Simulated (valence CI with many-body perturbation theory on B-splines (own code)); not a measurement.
# Energy levels of Rh XIII

Computed by relativistic CI+MBPT: five valence electrons over a frozen Dirac-Fock core [Ar] 3d10, radial functions for each j: 11 s, 11 p, 10 d, 8 f, 5 g, 2 h, with the one-electron correlation potential Σ1 (screened to all orders), the two-electron term Σ2, the three-electron term Σ3, Breit, model QED; selected single and double excitations, second order for the rest, scaled by the run's own slope (own B-spline code, finite nucleus).

No measured levels were compared; by estimate levels hold to about 250 cm⁻¹ or 0.2 % of their energy and the worst to 1 %, as in measured heavy ions of charge 2 to 7; those with d or f electrons hold less well. Among the levels kept, up to 2500 cm⁻¹ of a level comes from second order outside the variational space, and about a tenth of that is noise between levels of different J, which matters for small intervals.

Levels 1 to 45 of 170, with energies above the lowest level, 4s2 4p3 4S°_3/2. "Leading %" is the weight of the configuration and term that name the level; weights of strongly mixed levels are sums over their largest components and can fall short. In the jj column 3d3/2^4 stands for four electrons in 3d with j = 3/2.

| No. | Configuration | Term | J | E (cm⁻¹) | Leading % | Leading jj | g |
| --- | --- | --- | --- | --- | --- | --- | --- |
| 1 | 4s2 4p3 | 4S° | 3/2 | 0 | 70 | 4s^2 4p1/2^2 4p3/2 (74 %) | 1.764 |
| 2 | 4s2 4p3 | 2D° | 3/2 | 35895 | 65 | 4s^2 4p1/2 4p3/2^2 (77 %) | 1.121 |
| 3 | 4s2 4p3 | 2D° | 5/2 | 49178 | 97 | 4s^2 4p1/2 4p3/2^2 (97 %) | 1.200 |
| 4 | 4s2 4p3 | 2P° | 1/2 | 72465 | 97 | 4s^2 4p1/2 4p3/2^2 (97 %) | 0.665 |
| 5 | 4s2 4p3 | 2P° | 3/2 | 100770 | 66 | 4s^2 4p3/2^3 (92 %) | 1.248 |
| 6 | 4s 4p4 | 4P | 5/2 | 284030 | 86 | 4s 4p1/2^2 4p3/2^2 (82 %) | 1.572 |
| 7 | 4s 4p4 | 4P | 3/2 | 308320 | 85 | 4s 4p1/2 4p3/2^3 (63 %) | 1.675 |
| 8 | 4s 4p4 | 4P | 1/2 | 313830 | 81 | 4s 4p1/2^2 4p3/2^2 (48 %) | 2.590 |
| 9 | 4s 4p4 | 2D | 3/2 | 350020 | 71 | 4s 4p1/2 4p3/2^3 (49 %) | 0.910 |
| 10 | 4s 4p4 | 2D | 5/2 | 359540 | 79 | 4s 4p1/2 4p3/2^3 (76 %) | 1.228 |
| 11 | 4s 4p4 | 2S | 1/2 | 395450 | 48 | 4s 4p1/2^2 4p3/2^2 (39 %) | 1.546 |
| 12 | 4s 4p4 | 2P | 3/2 | 402240 | 60 | 4s 4p1/2 4p3/2^3 (55 %) | 1.276 |
| 13 | 4s2 4p2 4d | 4F | 3/2 | 438890 | 75 | 4s^2 4p1/2^2 4d3/2 (68 %) | 0.548 |
| 14 | 4s 4p4 | 2P | 1/2 | 439400 | 38 | 4s 4p3/2^4 (53 %) | 1.163 |
| 15 | 4s2 4p2 4d | 4F | 5/2 | 449610 | 62 | 4s^2 4p1/2^2 4d5/2 (55 %) | 1.122 |
| 16 | 4s2 4p2 4d | 2F | 5/2 | 464880 | 66 | 4s^2 4p1/2 4p3/2 4d3/2 (82 %) | 0.951 |
| 17 | 4s2 4p2 4d | 4F | 7/2 | 467880 | 80 | 4s^2 4p1/2 4p3/2 4d5/2 (74 %) | 1.253 |
| 18 | 4s2 4p2 4d | 4D | 1/2 | 471860 | 89 | 4s^2 4p1/2 4p3/2 4d3/2 (80 %) | 0.074 |
| 19 | 4s2 4p2 4d | 4D | 3/2 | 473610 | 71 | 4s^2 4p1/2 4p3/2 4d3/2 (66 %) | 1.091 |
| 20 | 4s2 4p2 4d | 2F | 7/2 | 474490 | 50 | 4s^2 4p1/2 4p3/2 4d3/2 (47 %) | 1.237 |
| 21 | 4s2 4p2 4d | 4F | 9/2 | 481610 | 78 | 4s^2 4p1/2 4p3/2 4d5/2 (76 %) | 1.287 |
| 22 | 4s2 4p2 4d | 4D | 5/2 | 487060 | 52 | 4s^2 4p1/2 4p3/2 4d5/2 (64 %) | 1.198 |
| 23 | 4s2 4p2 4d | 2P | 3/2 | 502930 | 58 | 4s^2 4p1/2 4p3/2 4d5/2 (59 %) | 1.266 |
| 24 | 4s2 4p2 4d | 2G | 7/2 | 509160 | 35 | 4s^2 4p3/2^2 4d5/2 (38 %) | 1.160 |
| 25 | 4s2 4p2 4d | 2G | 7/2 | 521760 | 49 | 4s^2 4p3/2^2 4d5/2 (59 %) | 1.054 |
| 26 | 4s2 4p2 4d | 4P | 5/2 | 524440 | 71 | 4s^2 4p1/2 4p3/2 4d5/2 (48 %) | 1.517 |
| 27 | 4s2 4p2 4d | 2P | 1/2 | 528710 | 42 | 4s^2 4p1/2 4p3/2 4d3/2 (54 %) | 1.558 |
| 28 | 4s2 4p2 4d | 4P | 3/2 | 529040 | 52 | 4s^2 4p1/2 4p3/2 4d3/2 (44 %) | 1.431 |
| 29 | 4s2 4p2 4d | 2G | 9/2 | 530930 | 77 | 4s^2 4p3/2^2 4d5/2 (76 %) | 1.157 |
| 30 | 4s2 4p2 4d | 2D | 3/2 | 540100 | 66 | 4s^2 4p1/2 4p3/2 4d5/2 (40 %) | 1.021 |
| 31 | 4s2 4p2 4d | 4P | 1/2 | 541230 | 44 | 4s^2 4p3/2^2 4d3/2 (47 %) | 1.603 |
| 32 | 4s2 4p2 4d | 2D | 5/2 | 555460 | 77 | 4s^2 4p1/2 4p3/2 4d5/2 (34 %) | 1.192 |
| 33 | 4s2 4p2 4d | 2D | 3/2 | 564830 | 68 | 4s^2 4p3/2^2 4d3/2 (57 %) | 0.942 |
| 34 | 4s2 4p2 4d | 2P | 1/2 | 568640 | 77 | 4s^2 4p1/2 4p3/2 4d5/2 (74 %) | 0.925 |
| 35 | 4s2 4p2 4d | 2D | 5/2 | 573160 | 62 | 4s^2 4p3/2^2 4d5/2 (55 %) | 1.126 |
| 36 | 4s2 4p2 4d | 2D | 5/2 | 577480 | 56 | 4s^2 4p3/2^2 4d5/2 (34 %) | 1.107 |
| 37 | 4s2 4p2 4d | 2S | 1/2 | 591960 | 58 | 4s^2 4p3/2^2 4d5/2 (34 %) | 1.876 |
| 38 | 4s2 4p2 4d | 2F | 7/2 | 592630 | 92 | 4s^2 4p3/2^2 4d3/2 (52 %) | 1.136 |
| 39 | 4s2 4p2 4d | 2P | 3/2 | 593790 | 74 | 4s^2 4p3/2^2 4d5/2 (56 %) | 1.266 |
| 40 | 4s2 4p2 4d | 2D | 3/2 | 617570 | 90 | 4s^2 4p3/2^2 4d3/2 (50 %) | 0.835 |
| 41 | 4s2 4p2 4d | 2D | 5/2 | 621930 | 60 | 4s^2 4p3/2^2 4d5/2 (70 %) | 1.098 |
| 42 | 4p5 | 2P° | 3/2 | 649850 | 71 | 4p1/2^2 4p3/2^3 (71 %) | 1.333 |
| 43 | 4s 4p3 4d | 6D° | 1/2 | 679760 | 92 | 4s 4p1/2 4p3/2^2 4d3/2 (44 %) | 3.258 |
| 44 | 4s 4p3 4d | 6D° | 3/2 | 680660 | 92 | 4s 4p1/2 4p3/2^2 4d3/2 (41 %) | 1.836 |
| 45 | 4s 4p3 4d | 6D° | 5/2 | 681460 | 90 | 4s 4p1/2^2 4p3/2 4d3/2 (35 %) | 1.625 |

Names give the largest LS component (configuration and term), which can be under half, so a name can repeat, a term be missing and a line seem to break the LS rules; names also repeat where a configuration has a term twice.

The ionisation energy to 4s2 4p2 3P_0 of the next ion comes out as 278.37 eV (NIST: 277 ± 3 eV (theoretical)). All 170 levels together are meant to be complete up to 1030900 cm⁻¹.
